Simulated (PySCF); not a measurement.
Several molecules and their computed UV-vis stick spectra, shuffled. Computed, not measured: TDDFT CAM-B3LYP/def2-SVPD, vertical, gas phase, core orbitals frozen in the response in PySCF 2.14.0, density-fitted response routines. Geometries: GFN2-xTB; one conformer of each isolated species. Triplets are in the Tamm–Dancoff approximation.

A. `N#C[Si@@H]1CS[Si@@]1(N)C#N`
B. `FC(F)=C1CCO[SiH2]1`
C. `C#CC1=C(F)CC1=O`
D. `[SiH3]Nc1cnsc1`
E. `O=C/C([SiH3])=C\C(F)F`

Lowest singlet levels (six at most, fewer where fewer were computed) with oscillator strengths:

1. 4.29 eV (f 0.000); 5.40 eV (f 0.000); 5.41 eV (f 0.187); 6.12 eV (f 0.000); 6.21 eV (f 0.084); 6.37 eV (f 0.000); T1 3.41 eV
2. 6.78 eV (f 0.009); 6.83 eV (f 0.088); 7.13 eV (f 0.036); 7.19 eV (f 0.220); 7.64 eV (f 0.017); 7.71 eV (f 0.011); T1 4.36 eV
3. 4.98 eV (f 0.002); 5.43 eV (f 0.003); 5.63 eV (f 0.051); 5.66 eV (f 0.002); 5.77 eV (f 0.051); 6.12 eV (f 0.090); T1 4.66 eV
4. 4.82 eV (f 0.138); 5.32 eV (f 0.000); 5.64 eV (f 0.000); 5.69 eV (f 0.003); 6.11 eV (f 0.034); 6.34 eV (f 0.002); T1 3.40 eV
5. 3.59 eV (f 0.000); 5.50 eV (f 0.001); 6.00 eV (f 0.358); 6.81 eV (f 0.000); 6.90 eV (f 0.000); 7.24 eV (f 0.024); T1 3.07 eV

Question: Which spectrum belongs to which structure?

Answer: 1 = C, 2 = B, 3 = A, 4 = D, 5 = E.
- A: S1 at 4.98 eV, HOMO→LUMO (84%); Löwdin shares by element: HOMO sulfur 70%, carbon 12% or more, silicon 7% or more; LUMO silicon 37%, sulfur 16%, carbon 11% or more (atoms not listed hold the other 35%); HOMO -9.05 and LUMO -0.80 eV.
- B: S1 at 6.78 eV, HOMO→LUMO+1 (84%), HOMO→LUMO+2 (9%); Löwdin shares by element: HOMO carbon 59% or more, fluorine 18% (atoms not listed hold the other 22%); LUMO carbon 35% or more, silicon 21% (atoms not listed hold the other 44%); HOMO -8.89 and LUMO 0.81 eV.
- C: S1 at 4.29 eV, HOMO-1→LUMO (76%), HOMO-1→LUMO+1 (16%); Löwdin shares by element: HOMO carbon 76% or more (atoms not listed hold the other 24%); LUMO carbon 47% or more, oxygen 10%, fluorine 10% (atoms not listed hold the other 32%); HOMO -8.89 and LUMO -0.70 eV; point group Cs, 4 of its 6 listed states under f = 0.0005.
- D: S1 at 4.82 eV, HOMO→LUMO (96%); Löwdin shares by element: HOMO carbon 30% or more, nitrogen 27% or more, sulfur 18% (atoms not listed hold the other 25%); LUMO carbon 34% or more, nitrogen 23% or more, sulfur 21% (atoms not listed hold the other 22%); HOMO -7.47 and LUMO 0.22 eV; point group Cs, 2 of its 6 listed states under f = 0.0005.
- E: S1 at 3.59 eV, HOMO→LUMO (91%); Löwdin shares by element: HOMO oxygen 53%, carbon 26% or more, hydrogen 8% or more; LUMO carbon 62% or more, oxygen 20% (atoms not listed hold the other 18%); HOMO -9.41 and LUMO -1.51 eV; point group Cs, 3 of its 6 listed states under f = 0.0005.
